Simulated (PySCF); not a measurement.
Ligands exchanged one at a time, Ga CH3-H. All species are isolated molecules in the gas phase. Strings in code marks are SMILES.

The S1 excitation (TDA) from two functionals at the same geometries (B3LYP-D3(BJ)/def2-TZVP), both in PySCF: PBE-D3(BJ)/def2-TZVP and ωB97X-D3(BJ)/def2-TZVP. Excitations are Tamm–Dancoff values on a coarser integration grid. The basis has no diffuse functions, so Rydberg states are missing or too high.

```json
[
 {"species": "0 of 3 CH3 replaced by H (`[Ga]([CH3])([CH3])[CH3]`)", "PBE-D3(BJ)/def2-TZVP (eV)": "4.94", "ωB97X-D3(BJ)/def2-TZVP (eV)": "5.63"},
 {"species": "1 of 3 CH3 replaced by H (`[GaH]([CH3])[CH3]`)", "PBE-D3(BJ)/def2-TZVP (eV)": "4.77", "ωB97X-D3(BJ)/def2-TZVP (eV)": "5.43"},
 {"species": "2 of 3 CH3 replaced by H (`[CH3][GaH2]`)", "PBE-D3(BJ)/def2-TZVP (eV)": "4.70", "ωB97X-D3(BJ)/def2-TZVP (eV)": "5.34"}
]
```

Over these rows, drawn at random from the members with no instability flagged (it was tested for open shells, ions and some series alone), PBE minus ωB97X-D3(BJ): mean -0.66 eV, from -0.69 eV to -0.64 eV.
